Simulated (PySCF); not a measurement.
A geometry optimisation on `[O]=[W-](<-[OH2])([Cl])([Cl])([Cl])[Cl]` ([WO(H2O)Cl4]-) [radical].

Computed with PBE0-D3(BJ)/def2-SVP geometry optimisation, gas phase, def2 core potentials past Kr (PySCF 2.14.0). Start geometry: GFN2-xTB. A driver script takes a list of jobs; this job's settings line and coordinates (Å) are shown.

Input:
```
{"job": {"xc": "PBE0", "basis": "def2-SVP", "d3": "d3bj", "grid": 1, "maxiter": 40, "kind": "geom"}, "charge": -1, "multiplicity": 2}
W      0.024200     0.114930     0.954690
O      0.388000     0.003190     2.585630
O     -0.310630     0.068000    -1.571470
H     -0.462090    -0.890290    -1.674150
H      0.611470     0.239700    -1.840420
Cl     2.206950     0.158340    -0.059850
Cl    -2.320610     0.085630     0.830950
Cl    -0.075660     2.414800     0.490420
Cl    -0.061630    -2.194310     0.284210
```

Task: Estimate the output.

Result: 
```
step   0  E = -2058.46435161  max force = 0.023522
step   1  E = -2058.46565027  max force = 0.010281
step   2  E = -2058.46594057  max force = 0.012680
step   3  E = -2058.46707342  max force = 0.006940
step   4  E = -2058.46679817  max force = 0.004547
step   5  E = -2058.46722403  max force = 0.001586
step   6  E = -2058.46729527  max force = 0.001186
step   7  E = -2058.46732664  max force = 0.000782
step   8  E = -2058.46733794  max force = 0.001558
step   9  E = -2058.46734901  max force = 0.001395
step  10  E = -2058.46736787  max force = 0.000737
step  11  E = -2058.46738474  max force = 0.000319
step  12  E = -2058.46739439  max force = 0.000361
optimisation converged
```

Energies in Eh; «max force» is the largest Cartesian gradient component in Eh/bohr.

Task: Give the first gradient maximum in eV/Å.

Result: With 1 Eh/bohr = 51.422 eV/Å, 1.210 eV/Å.

Main results: final energy -2058.46739 Eh after 12 steps.

Task: Give the final coordinates.

Result: 0.069 Å rms from the input after alignment:
```
atom  x, y, z in Å
W1    -0.0778    0.0661    0.8705
O2     0.1486   -0.1569    2.5210
O3    -0.1630    0.1746   -1.6073
H4    -0.2635   -0.7880   -1.7022
H5     0.7970    0.3104   -1.6861
Cl6    2.2333    0.1534    0.1319
Cl7   -2.4367    0.0526    0.6800
Cl8   -0.1322    2.4242    0.6813
Cl9   -0.1057   -2.2365    0.1109
```

Task: How long does this job take on one thread, Arm Neoverse V2, shared host?

Result: About 4.0 min.
Labels such as C1 count atoms from 1, the log's own numbers from 0.

Caution for open-shell metal species: one SCF solution and one stationary point were followed, and a lower state or a bent or distorted shape isn't ruled out.
